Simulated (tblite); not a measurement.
A tight-binding relaxation on `CC(C)=C=C(C)C(F)(F)F`.

Computed with GFN2-xTB geometry optimisation, gas phase (tblite 0.8.0). Start geometry: from a force field or distance geometry. A driver script takes a list of jobs; this job's settings line and coordinates (Å) are shown.

Input:
```
{"job": {"kind": "relax", "xc": "GFN2-xTB", "basis": "xTB"}, "charge": 0, "multiplicity": 1}
C     -2.029800    -0.980200     0.997000
C     -1.318600    -0.146600    -0.037100
C     -2.176500     0.480400    -1.069700
C     -0.018700     0.010500    -0.018000
C      1.277600     0.156400     0.014800
C      1.992600     0.983100    -1.020600
C      2.174500    -0.458900     1.032400
F      2.873100     0.484600     1.731300
F      3.099000    -1.286200     0.467900
F      1.499100    -1.205800     1.958500
H     -2.578800    -1.801000     0.512200
H     -2.764900    -0.364100     1.543700
H     -1.353900    -1.410300     1.739700
H     -1.594500     1.070000    -1.790700
H     -2.731800    -0.274900    -1.631900
H     -2.916600     1.156000    -0.593500
H      1.305800     1.419600    -1.744700
H      2.718500     0.365000    -1.566500
H      2.533900     1.811800    -0.532400
```

Output:
```
step      E/eV     max force
  0    -915.40692    1.647
  1    -915.47290    1.149
  2    -915.48919    0.594
  3    -915.49866    0.301
  4    -915.54294    1.089
  5    -914.53165    8.857
  6    -915.58660    1.296
  7    -915.61220    1.278
  8    -915.84072    1.097
  9    -915.89078    0.581
... (67 lines left out)
 77    -918.04544    0.031
 78    -918.04560    0.025
 79    -918.04574    0.029
 80    -918.04585    0.021
 81    -918.04598    0.019
 82    -918.04607    0.019
 83    -918.04617    0.015
 84    -918.04621    0.013
 85    -918.04624    0.011
 86    -918.04626    0.010
```

«max force» is the largest atomic force in eV/Å.

Question: From which step on does the largest force stay under 0.1 eV/Å, and how much energy is left to gain from there?

Answer: From step 68 (0.089 eV/Å), 5.6 meV above the end.

Summary of the converged run: energy lowered by 60.9 kcal/mol over 86 steps; largest atomic force 0.010 eV/Å at the end.

Question: Where do the atoms end?

Answer: 1.198 Å rms from the input after alignment:
```
atom  x, y, z in Å
C1    -1.9755   -1.5126    0.1538
C2    -1.3109   -0.1794   -0.0269
C3    -2.2228    1.0020   -0.1953
C4    -0.0197   -0.0428   -0.0451
C5     1.2720    0.1242   -0.0541
C6     2.1561    0.0776   -1.2676
C7     2.0000    0.4163    1.2312
F8     2.5688    1.6399    1.2224
F9     3.0049   -0.4509    1.4624
F10    1.2101    0.3769    2.3133
H11   -2.5973   -1.7343   -0.7126
H12   -2.6184   -1.4858    1.0321
H13   -1.2417   -2.3038    0.2769
H14   -1.6540    1.9135   -0.3556
H15   -2.8846    0.8409   -1.0449
H16   -2.8370    1.1209    0.6960
H17    1.5630   -0.1297   -2.1527
H18    2.9126   -0.6973   -1.1499
H19    2.6646    1.0335   -1.3907
```

The run took 0.64 s wall on one thread of an Arm Neoverse V1, shared host with 64 logical CPUs at a one-minute load of 33.
Labels such as C1 count atoms from 1, the log's own numbers from 0.
